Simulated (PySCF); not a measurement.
# Structure from 2D NMR

Compound of formula C4H2F2O3. Correlations simulated from computed shifts and the bond graph:

HSQC (one-bond C–H):
```
  δH     δC
7.56  138.8
6.87  114.3
```

HMBC (two and three bonds, from the bond graph):
```
  δH                   δC
7.56  155.7, 148.7, 114.3
6.87         148.7, 138.8
```

Carbons without hydrogens: δ 155.7, 148.7.

One computed conformer, one averaged value for each set of equivalent atoms, isolated molecule, non-relativistic Hamiltonian. Geometry from GFN2-xTB; PBE0/pcSseg-1 with gauge-including orbitals; PySCF 2.14.0 with density-fitted response routines.

References, each an isolated molecule treated in the same way: $^{1}$H (31.72 ppm), $^{13}$C (186.93 ppm) vs TMS.

Exchangeable hydrogens are left out of these lists.

Work out the connectivity.

## Answers

`O1C(=O)OC=C1C(F)F`.

Atoms are numbered as in `[O:1]=[c:2]1[o:3][cH:4][c:5]([CH:6]([F:7])[F:8])[o:9]1`; H(Xn) means a hydrogen on atom n.

1. δC 155.7 is C2, a ring carbonyl carbon.
2. δC 148.7 is C5, a unsaturated ring carbon.
3. δC 138.8 is C4, a unsaturated ring CH (δH 7.56).
4. δC 114.3 is C6, an sp3 CH bonded to 2 F, on an unsaturated ring (δH 6.87).
5. HMBC from δH 7.56 reaches the proton-free carbons C2, C5.
6. HMBC from δH 6.87 reaches the proton-free carbon C5.

This is the structure that produced the data.

Shifts are as computed. Against solution values, carbons near 30 ppm lie about +3 ppm off and those near 130 ppm about +5 ppm. Of 1211 compounds with measured shifts, 218 miss one by over three times the rms of a fit or turn the order of signals round; such compounds aren't used in these exercises.
